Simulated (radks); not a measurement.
Results of a calculation; reference values are marked as such.
Q: These are the eigenvalues of the occupied orbitals of an atom or ion with whole-number occupations (eV). Code: a radial shooting solver on a logarithmic mesh with Libxc functionals. Model: non-relativistic Kohn-Sham, LDA (Slater exchange, Perdew-Wang correlation), spin-unpolarised, spherical densities, point nucleus.

orbital  eigenvalue
1s        -67631.96
2s        -11416.37
2p        -10971.86
3s        -2838.934
3p        -2630.691
3d        -2241.191
4s        -790.9508
4p        -702.6000
4d        -540.5012
4f        -324.9143
5s        -313.0322

Which element is it, and in what charge state? The configuration may be excited.

A: Z = 76, osmium, charge +14: Os14+ in [Kr] 4d10 4f14 5s2. The list shows which subshells hold electrons but not how many an open one holds; the 1s level, -2485.4 hartree, gives Z - s = 70.5 by -(Z - s)^2/2, which with screening narrows Z to a few neighbours, and the depths of the outer levels then fix element, charge and occupations together.
